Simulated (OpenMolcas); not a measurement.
# Mn III: effect of the active space

```
Program             : OpenMolcas 26.06
Method              : SS-CASPT2 or its RAS form, IPEA 0.25 Eh, imaginary shift 0.1 Eh
Basis               : ANO-RCC-VQZP
Scalar Hamiltonian  : DKH2, point nucleus
Spin-orbit coupling : state interaction with AMFI integrals over the reference wave functions, term energies averaged over their components
```

A. 5 electrons in 5 orbitals (3d); 2S+1 = 6 even, 1 root; 2S+1 = 4 even, 24 roots; 2S+1 = 2 even, 75 roots; closed shells correlated: 3s 3p; CASPT2 step about 30 core-seconds
B. 5 electrons in 6 orbitals (3d 4s); 2S+1 = 6 even, 6 roots; 2S+1 = 4 even, 59 roots kept (CI in the orbitals of an earlier block); 2S+1 = 2 even, 101 roots kept (CI in the orbitals of an earlier block); closed shells correlated: 3s 3p; CASPT2 step roughly 100 core-seconds
C. 11 electrons in 8 orbitals (RAS1 3p, at most 2 holes; RAS2 3d); 2S+1 = 6 even, 1 root; 2S+1 = 4 even, 24 roots; 2S+1 = 2 even, 58 roots; closed shells correlated: 3s; CASPT2 step roughly 100 core-seconds
D. 5 electrons in 10 orbitals (3d 4d); 2S+1 = 6 even, 1 root; 2S+1 = 4 even, 24 roots; 2S+1 = 2 even, 58 roots; closed shells correlated: 3s 3p; CASPT2 step roughly 30 core-minutes

Energies in cm⁻¹ above 3d⁵ ⁶S_5/2, the measured ground level; measured values from Corliss and Sugar, J. Phys. Chem. Ref. Data 6, 1253 (1977).

```csv
Level,A,B,C,D,Measured
3d⁵ ⁶S_5/2,0.0,0.0,0.0,0.0,0.0
3d⁵ ⁴G_5/2,27270,26710,27270,27650,
3d⁵ ⁴G_7/2,27290,26730,27290,27680,
3d⁵ ⁴G_11/2,27290,26740,27290,27720,
3d⁵ ⁴G_9/2,27300,26750,27300,27710,
3d⁵ ⁴P_5/2,29980,29180,30100,30440,29168
3d⁵ ⁴P_3/2,30020,29230,30140,30480,
3d⁵ ⁴P_1/2,30070,29280,30180,30510,
3d⁵ ⁴D_7/2,32910,31920,33190,33330,32307
3d⁵ ⁴D_1/2,32950,31980,33220,33340,32369
3d⁵ ⁴D_3/2,32990,32020,33260,33380,
3d⁵ ⁴D_5/2,32990,32030,33270,33400,32384
3d⁵ ²I_11/2,39820,39350,39660,40430,39174
3d⁵ ²I_13/2,39860,39400,39700,40490,39176
3d⁵ ²D_5/2(1) [73 %],42320,41180,42580,42990,41238
3d⁵ ²D_3/2(1),42660,41560,42970,43320,41570
3d⁵ ²F_7/2(1),43840,42750,43950,44490,42606
3d⁵ ²F_5/2(1) [55 %],44260,43180,44420,44870,
3d⁵ ⁴F_9/2,44900,43310,44880,45110,43573
3d⁵ ⁴F_7/2,44930,43340,44890,45100,43602
3d⁵ ⁴F_5/2 [64 %],44980,43480,44970,45180,43669
3d⁵ ⁴F_3/2,45010,43460,44990,45160,43675
3d⁵ ²H_9/2,47840,46690,47630,48290,46516
3d⁵ ²H_11/2,48040,46960,47790,48500,46671
```

Deviations, from unrounded energies. A percentage is the sum of absolute deviations over the sum of measured energies, with the sign that they share, or ± where signs differ.

| Against measurement | Levels | A | B | C | D |
| --- | --- | --- | --- | --- | --- |
| mean absolute deviation (cm-1) | 15 | 1000 | 210 | 1100 | 1500 |
| other terms of the ground configuration (%) | 15 | +2.6 | ±0.5 | +2.7 | +3.7 |

B lies closest to measurement on these levels and D furthest from it. The largest miss of B in the table is 3d⁵ ⁴D_1/2, by -390 cm-1. The ranking rests on the paired levels alone, and a cruder setting can come out closer through cancelling errors.

The spin-orbit steps hold different terms of 3d⁵ (B lacks a ²D, a ²G, ²P; C lacks a ²D, a ²G, ²P; D lacks a ²D, a ²G, ²P), which shifts levels as well.

Among A to D the level of the table that moves most is 3d⁵ ²D_5/2(1) [73 %], by 1800 cm-1 (lowest in B, highest in D). Moves below CASPT2's spread within the term are not significant.

CASPT2 breaks the degeneracy within a term, and the mean is taken; among the terms shown or strongly mixed into the levels shown the widest spread is 220 cm-1 (3d⁵ ⁴F, A). Over all roots computed the reference weight is 0.88 to 0.94 in B; the roots of lowest weight are the least certain, and an intruder state may touch them. Terms from blocks run as CI alone lack orbitals of their own (holds for B). Active for correlation alone: 3p; no level in the range computed is led by a configuration that opens it, so any true level of that kind is missing (holds for C). Some levels mix across a computed gap that differs much from the measured one, so their mixing is not that of the real levels (holds for D). Active for correlation alone: 4d; no level in the range computed is led by a configuration that fills it, so any true level of that kind is missing (holds for D). Computed and measured levels are paired by configuration, term and J; levels that our copy of the source lacks, or whose pairing is in doubt (as where it misses far off the trend of its configuration), stay unpaired and out of the deviations. Levels of configurations outside the active space are missing. The table leaves out levels that lie high or whose names do not pair safely across all columns.

A share in square brackets marks a mixed level and gives the weight of the term that names it, the lowest over the columns. A number in round brackets counts repeated terms of one configuration in the order of the reference energies.
